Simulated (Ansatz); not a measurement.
The same path of CHO$_{2}$Si (5 atoms, charge 0, multiplicity 2) was run twice with different band settings. Lost on the way: C2–H5. Made: Si3–H5.

Computed with UKS PBE/def2-SVP (Ansatz 0.2.0).

Relaxed end points:

```xyz
5
Properties=species:S:1:pos:R:3
O -0.803 1.427 0.655
C -0.215 0.708 -0.101
Si 1.113 -0.784 0.522
O 0.286 -2.066 0.149
H -0.381 0.715 -1.224
```

```xyz
5
Properties=species:S:1:pos:R:3
O -0.845 1.646 1.299
C -0.560 0.835 0.513
Si 0.488 -0.483 -0.336
O 0.440 -1.910 0.310
H 0.477 -0.088 -1.785
```

Common settings: movable images 9; climbing image yes; spring 5.0 eV/Å²; optimiser quadratic models (default); start path through a guess of the saddle point; iteration limit 60; end points relaxed.

| run | force threshold |
| --- | --- |
| 1 | 0.03 eV/Å |
| 2 | 0.2 eV/Å |

(1) What does each run give, and how far can it be trusted?

Answers

(1) Run 1: converged after 10 iterations, highest image 1.146 eV above the first end. A vibrational analysis at the climbing image gives one clearly imaginary mode, 1062i cm⁻¹: a first-order saddle point.
Run 2: converged after 10 iterations, highest image 1.147 eV above the first end. The threshold of 0.2 eV/Å is loose, so the images may lie well off the minimum-energy path. Another band between the same ends (9 images) ends at a top of the same energy, where a vibrational analysis finds 1 clearly imaginary mode.
